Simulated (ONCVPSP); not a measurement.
**Which change was made? (As, ONCV)**

ONCVPSP 4.0.1 input, shortened (lines: element, Z, core and valence counts, functional; n l f; lmax; l rc ep ncon nbas qcut; lloc lpopt rc5 dvloc0; l nproj debl; icmod fcfact rcfact), PBE, scalar-relativistic:

```
  As 33.00    3    5        4      upf
    1    0    2.00
    2    0    2.00
    2    1    6.00
    3    0    2.00
    3    1    6.00
    3    2   10.00
    4    0    2.00
    4    1    3.00
    2
    0    1.20    0.00    4    8   11.80
    1    1.00    0.00    4    9   16.10
    2    0.90    0.00    4    9   16.00
    4    5    0.90    3.00
    0    2    3.60
    1    2    2.50
    2    1    0.80
    0    0.00    0.00
```

Cutoffs, loose and tight: the cutoffs (Ha) at which the residual kinetic energy of the hardest occupied pseudo-wave falls to 1 and 0.1 mHa per electron. They do not see the model core or the augmentation charge, which bear on the density cutoff. Test errors are all-electron minus pseudo excitation energies from the reference, over the configurations 3s2 3p6 3d10 4s2 4p2; 3s2 3p6 3d10 4s2 4p1; 3s2 3p6 3d10 4s2 4p0; 3s2 3p5 3d10 4s2 4p3; variants that change the core or the reference have their own tests.

The base gives: outcome: generated; cutoff, loose: 113 Ha; cutoff, tight: 126 Ha; bound ghosts: none; GHOST(+) flags above zero: none; largest test error (meV): -156.

Task: After one change the result is: outcome: generated; cutoff, loose: 107 Ha; cutoff, tight: 118 Ha; bound ghosts: none; GHOST(+) flags above zero: none; largest test error (meV): -195. Which change was it?
A. all radii scaled by about 0.88 (s 1.06, p 0.88, d 0.80 bohr); local potential polynomial inside 0.80 bohr (lpopt 5, dvloc0 3 Ha)
B. all radii scaled by about 1.20 (s 1.44, p 1.20, d 1.08 bohr); local potential polynomial inside 1.08 bohr (lpopt 5, dvloc0 3 Ha)
C. all radii scaled by about 0.78 (s 0.94, p 0.78, d 0.70 bohr); local potential polynomial inside 0.70 bohr (lpopt 5, dvloc0 3 Ha)
D. all radii scaled by about 1.07 (s 1.28, p 1.08, d 0.96 bohr); local potential polynomial inside 0.96 bohr (lpopt 5, dvloc0 3 Ha)

Result: D. The others give: all radii scaled by about 0.78 (s 0.94, p 0.78, d 0.70 bohr); local potential polynomial inside 0.70 bohr (lpopt 5, dvloc0 3 Ha) → outcome: generated; cutoff, loose: 430 Ha; cutoff, tight: 643 Ha; bound ghosts: none; GHOST(+) flags above zero: none; largest test error (meV): -66 | all radii scaled by about 0.88 (s 1.06, p 0.88, d 0.80 bohr); local potential polynomial inside 0.80 bohr (lpopt 5, dvloc0 3 Ha) → outcome: generated; cutoff, loose: 126 Ha; cutoff, tight: 436 Ha; bound ghosts: none; GHOST(+) flags above zero: none; largest test error (meV): -97 | all radii scaled by about 1.20 (s 1.44, p 1.20, d 1.08 bohr); local potential polynomial inside 1.08 bohr (lpopt 5, dvloc0 3 Ha) → outcome: generated; cutoff, loose: 98 Ha; cutoff, tight: 109 Ha; bound ghosts: none; GHOST(+) flags above zero: none; largest test error (meV): -270.
